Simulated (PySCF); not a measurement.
LiCd⁺: from constants to spectrum

RHF-CCSD(T) constants of LiCd⁺, ¹Σ⁺ (singlet), closed shell (PySCF, scalar-relativistic core potentials, basis sets Li def2-TZVP, Cd def2-TZVP with ECP28; masses 7.0160 and 113.9034 u):

- ωe: 243.3 cm⁻¹
- ωexe: 3.26 cm⁻¹
- Be: 0.32295 cm⁻¹
- αe: 0.00536 cm⁻¹
- De to Li⁺ + Cd: 0.58 eV

**Question.** What force constant and bond length do these constants imply?

**Answer.** Reduced mass μred = 6.6089 u; k = 5.8918×10⁻⁷·μred·ωe² (u, cm⁻¹, mdyn/Å) = 0.230 mdyn/Å; Re = √(16.8576/(μred·Be)) (u, cm⁻¹, Å) = 2.810 Å.

**Question.** Estimate the centrifugal constant D from the Kratzer relation and find the Dunham coefficient a1.

**Answer.** D = 4Be³/ωe² = 2.28e-06 cm⁻¹; a1 = −1 − αeωe/(6Be²) = -3.08.

Correlated steps freeze no core orbitals. For an ion De counts to the pair picked by the measured ionisation energies or electron affinities, which need not be the lowest pair at this level.
